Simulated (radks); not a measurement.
Q: The potassium ion K+, 18 electrons, occupied as [Ar] (the NIST ground configuration). Calculated with a radial shooting solver on a logarithmic mesh with Libxc functionals: non-relativistic Kohn-Sham, BP86, spin-unpolarised, spherical densities, point nucleus. Some entries of the table are withheld. Estimate them.

| orbital | occ. | eigenvalue (hartree) | r(max) (bohr) | <1/r> (bohr^-1) |
|---|---|---|---|---|
| 1s | 2 | (1) | 0.05351 | (2) |
| 2s | 2 | -13.11512 | 0.3202 | 3.765 |
| 2p | 6 | -10.52124 | (3) | 3.689 |
| 3s | 2 | -1.51416 | 1.081 | 1.093 |
| 3p | 6 | -0.91780 | 1.156 | 0.9583 |

A: 
(1) 1s eigenvalue (hartree): -129.0925
(2) 1s <1/r> (bohr^-1): 18.54
(3) 2p r(max) (bohr): 0.2634
